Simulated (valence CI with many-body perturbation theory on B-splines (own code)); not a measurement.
## Kr³⁺: electric-dipole lines

Level of theory: valence CI with perturbative core correlation (CI+MBPT): five valence electrons over a frozen Dirac-Fock core [Ar] 3d10, radial functions for each j: 11 s, 11 p, 10 d, 8 f, 5 g, 2 h, with the one-electron correlation potential Σ1, the two-electron term Σ2, the three-electron term Σ3, Breit, model QED; selected CI, second order for the rest, scaled by the run's own slope (own B-spline code, finite nucleus).

Set against measurement, 66 paired levels are off by 189 cm⁻¹ on average, the worst by 409. These come from a selection out of Saloman, J. Phys. Chem. Ref. Data 36, 215 (2007). Levels without a partner in it may be off by more. Among the levels kept, up to 4100 cm⁻¹ of a level comes from second order outside the variational space, and about a tenth of that is noise between levels of different J, which matters for small intervals. 3 measured levels below the end of the list, from 202373 cm⁻¹ on, found no clear computed partner, and computed levels of the same name lie up to 1944 cm⁻¹ from them.

Lines 351 to 400 of 590 in falling wavelength, among levels below 323814 cm⁻¹, chosen from the strongest by gf and those to the six lowest levels. Wavelengths and rates use the calculated energies, so an error of 200 cm⁻¹ moves a line at 874.0 Å by 0.17 % and its rate by three times that or more. Electric multipoles are in the length gauge, E1 and E2 with the static RPA response of the core. Weak lines are less certain than strong ones. Lines between different terms over intervals too small for the method are left out, as are lines whose strength nearly cancels. Where a level lies close to another of its J and parity, the split of strength between their lines is uncertain.

Names give the largest LS component (configuration and term), which can be under half, so a name can repeat, a term be missing and a line seem to break the LS rules; names also repeat where a configuration has a term twice. Letters in brackets count levels of one name in rising energy.

```
λ vac (Å)  λ from measured levels                   Upper                  Lower   A (s⁻¹)  log gf  Branch %
    882.0                          4s2.4p2.4f 4F°_3/2 [a]      4s2.4p2.4d 4D_1/2  1.04e+09   -0.31      33.6
    880.8                              4s2.4p2.4f 4G°_7/2      4s2.4p2.4d 4F_5/2  1.70e+09    0.20      86.4
    879.3                              4s2.4p2.4f 4D°_5/2      4s2.4p2.4d 4D_3/2  1.04e+09   -0.14      31.3
    877.9                              4s2.4p2.4f 4G°_5/2      4s2.4p2.4d 4F_3/2  1.72e+09    0.08      81.7
    877.5                           4s.4p3.4d 4F°_7/2 [a]  4s2.4p2.4d 2F_5/2 [a]  1.14e+09    0.02      73.0
    874.0                   871.7           4s.4p4 2D_3/2        4s2.4p3 2P°_1/2  4.38e+07   -1.70       6.5
    873.8                             4s2.4p2.4f 2H°_11/2      4s2.4p2.4d 2G_9/2  3.52e+09    0.68      75.7
    873.4                              4s2.4p2.4f 2H°_9/2      4s2.4p2.4d 2G_7/2  3.55e+09    0.61      87.9
    872.0                          4s2.4p2.4f 4D°_7/2 [b]  4s2.4p2.4d 2F_5/2 [a]  3.68e+08   -0.47      13.6
    871.3                           4s.4p3.4d 4F°_9/2 [a]      4s2.4p2.4d 4F_9/2  3.52e+08   -0.40      45.7
    870.3                              4s2.4p2.4f 4F°_7/2      4s2.4p2.4d 4D_5/2  1.19e+09    0.03      39.9
    870.0                              4s2.4p2.4f 4F°_5/2      4s2.4p2.4d 4D_5/2  6.06e+08   -0.38      17.8
    868.5                          4s2.4p2.4f 4D°_7/2 [a]      4s2.4p2.4d 4F_7/2  3.08e+08   -0.55      12.2
    868.3                          4s2.4p2.4f 2G°_9/2 [a]      4s2.4p2.4d 4D_7/2  2.00e+09    0.35      94.6
    862.3                               4s.4p3.4d 2G°_9/2      4s2.4p2.4d 2G_9/2  1.96e+08   -0.66       9.5
    859.9                          4s2.4p2.4f 2G°_9/2 [c]  4s2.4p2.4d 2F_7/2 [a]  7.93e+08   -0.06      48.4
    857.3                              4s2.4p2.4f 4F°_5/2      4s2.4p2.4d 4D_3/2  7.85e+08   -0.28      23.1
    856.1                              4s2.4p2.4f 4F°_7/2      4s2.4p2.4d 4D_7/2  5.60e+08   -0.31      18.8
    855.8                          4s2.4p2.4f 4F°_3/2 [b]      4s2.4p2.4d 4D_3/2  7.61e+08   -0.48      23.8
    855.0                               4s.4p3.4d 4F°_5/2      4s2.4p2.4d 4F_5/2  2.40e+08   -0.80      13.6
    853.6                          4s2.4p2.4f 4F°_3/2 [b]      4s2.4p2.4d 4D_1/2  8.13e+08   -0.45      25.4
    845.2                              4s2.4p2.4f 4F°_7/2  4s2.4p2.4d 2F_5/2 [a]  1.89e+08   -0.79       6.3
    844.9                              4s2.4p2.4f 4F°_5/2  4s2.4p2.4d 2F_5/2 [a]  3.98e+08   -0.59      11.7
    843.6                   842.0           4s.4p4 4P_5/2        4s2.4p3 4S°_3/2  3.21e+08   -0.69      97.7
    823.0                          4s2.4p2.4f 2F°_7/2 [c]  4s2.4p2.4d 2F_7/2 [a]  5.76e+08   -0.33      15.8
    821.2                          4s2.4p2.4f 2F°_5/2 [a]  4s2.4p2.4d 2F_5/2 [a]  2.78e+08   -0.77      11.0
    818.4                   816.8           4s.4p4 4P_3/2        4s2.4p3 4S°_3/2  3.46e+08   -0.86      99.0
    812.5                   812.7  4s2.4p2.5p 2D°_3/2 [a]          4s.4p4 4P_5/2  1.09e+08   -1.36      10.5
    807.5                   805.7           4s.4p4 4P_1/2        4s2.4p3 4S°_3/2  3.64e+08   -1.15      99.0
    799.0                   799.1  4s2.4p2.5p 2D°_3/2 [b]          4s.4p4 4P_5/2  1.51e+08   -1.24      14.4
    795.4                   795.5  4s2.4p2.5p 2D°_5/2 [a]          4s.4p4 4P_5/2  4.66e+07   -1.58       4.6
    784.4                                     4p5 2P°_3/2          4s.4p4 2D_5/2  5.93e+08   -0.66      48.6
    784.0                               4s.4p3.4d 4F°_5/2  4s2.4p2.4d 2P_3/2 [a]  5.49e+08   -0.52      31.2
    783.1                   781.6           4s.4p4 2D_5/2        4s2.4p3 2D°_5/2  4.89e+08   -0.57      83.1
    782.5                          4s2.4p2.4f 4F°_3/2 [a]  4s2.4p2.4d 2P_1/2 [a]  7.66e+08   -0.55      24.6
    782.1                   782.2      4s2.4p2.5p 4S°_3/2          4s.4p4 4P_5/2  4.71e+07   -1.76       3.9
    781.9                               4s.4p3.4d 2G°_9/2  4s2.4p2.4d 2F_7/2 [a]  5.10e+08   -0.33      24.7
    778.5                   776.8           4s.4p4 2D_3/2        4s2.4p3 2D°_3/2  6.18e+08   -0.65      92.1
    775.5                          4s2.4p2.4f 2D°_5/2 [a]  4s2.4p2.4d 2P_3/2 [a]  1.27e+09   -0.16      61.9
    773.7                               4s.4p3.4d 4G°_9/2      4s2.4p2.4d 4F_9/2  2.56e+08   -0.64       5.5
    771.2                              4s.4p3.4d 4G°_11/2      4s2.4p2.4d 4F_9/2  3.81e+09    0.61      84.6
    767.1                          4s2.4p2.4f 2F°_7/2 [b]      4s2.4p2.4d 4F_5/2  2.92e+08   -0.69      14.7
    766.5                   766.6  4s2.4p2.5p 2D°_5/2 [b]          4s.4p4 4P_5/2  4.46e+07   -1.63       4.4
    765.1                              4s2.4p2.4f 4D°_3/2  4s2.4p2.4d 2P_1/2 [a]  6.45e+08   -0.65      17.4
    762.2                              4s2.4p2.4f 4D°_5/2  4s2.4p2.4d 2P_3/2 [a]  3.52e+08   -0.74      10.6
    762.0                               4s.4p3.4d 4G°_7/2      4s2.4p2.4d 4F_7/2  4.36e+08   -0.52      10.1
    758.2                               4s.4p3.4d 4G°_9/2      4s2.4p2.4d 4F_7/2  4.11e+09    0.55      88.3
    755.8                               4s.4p3.4d 4G°_5/2      4s2.4p2.4d 4F_5/2  4.10e+08   -0.68       9.7
    750.0                               4s.4p3.4d 4G°_7/2      4s2.4p2.4d 4F_5/2  3.54e+09    0.38      82.0
    748.1                               4s.4p3.4d 2G°_9/2      4s2.4p2.4d 4D_7/2  7.62e+08   -0.19      37.0
```
